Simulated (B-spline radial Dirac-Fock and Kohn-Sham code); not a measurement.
## Dipole and non-dipole photoemission parameters of Ba 3p3/2

System: neutral barium, configuration [Xe] 6s2; threshold 1063.0 eV (tabulated edge). Level of theory: Dirac-Hartree-Slater photoionisation with a Latter tail; cross sections with all multipoles, angular parameters from the dipole term and its interference with E2; a B-spline atomic structure program.

```csv
hν (eV),σ (kb),β,γ,δ
1253.6,208,1.044,0.311,0.086
1460,167,1.333,0.232,0.032
1486.9,163,1.356,0.215,0.028
2160,86.6,1.595,-0.027,0.005
2750,54.4,1.644,-0.015,0.006
4000,24.4,1.648,0.207,0.012
5140,?,?,?,?
7780,4.85,1.532,0.944,0.036
8047.8,4.44,1.523,0.987,0.038
9251.7,3.07,1.483,1.169,0.047
9730,2.68,1.467,1.237,0.051
12100,1.47,1.394,1.533,0.072
```

Task: Give the values at 5140 eV.

Result: σ = 13.7 kb, β = 1.620, γ = 0.448, δ = 0.018.

Values without a named source are computed, but for edge energies of neutral atoms, which are taken from tables.
